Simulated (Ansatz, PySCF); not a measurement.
Pair of molecules: H2O (SMILES O) (first 3 atoms) with CH3F (SMILES CF); geometry from B3LYP-D3(BJ)/def2-TZVP, rigid monomers moved along the line of their centres of mass till H2···F5 is 2.80 Å.
(charge 0, multiplicity 1):
```xyz
8

O      0.000     0.483    -0.139
H      0.209    -0.135     0.573
H     -0.439    -0.041    -0.816
C     -0.212     0.469     3.928
F      0.246    -0.705     3.313
H     -0.518     1.164     3.147
H     -1.054     0.210     4.569
H      0.604     0.884     4.517
```

Monomers are frozen at their geometry in the pair; levels with a basis set take the counterpoise correction.

Cores are frozen in the correlated methods. CBS: X⁻³ extrapolation of the correlation energy, Hartree–Fock from the larger set.

Run with Ansatz (Gaussian basis) for Hartree–Fock, density functionals and correlated methods; PySCF for the dispersion terms. Values without a source in brackets are computed.

PBE/def2-TZVPPD gives -1.88 kcal/mol for the interaction energy.

### Question
Predict the shift from PBE, with its sign, for: PBE-D3(BJ)/def2-TZVPPD, r2SCAN/def2-TZVPPD, B3LYP/def2-TZVPPD, wB97M-V/def2-TZVPPD, MP2/CBS(aug-cc-pVDZ, aug-cc-pVTZ), MP2/CBS(aug-cc-pVDZ, aug-cc-pVTZ) + ΔCCSD(T)/aug-cc-pVDZ.

### Answer
PBE-D3(BJ)/def2-TZVPPD -0.31; r2SCAN/def2-TZVPPD -0.09; B3LYP/def2-TZVPPD 0.24; wB97M-V/def2-TZVPPD -0.20; MP2/CBS(aug-cc-pVDZ, aug-cc-pVTZ) -0.25; MP2/CBS(aug-cc-pVDZ, aug-cc-pVTZ) + ΔCCSD(T)/aug-cc-pVDZ -0.26 kcal/mol. 1 of 6 lie above PBE; the widest gap is to PBE-D3(BJ)/def2-TZVPPD.

Ansatz is a program for electronic structure.
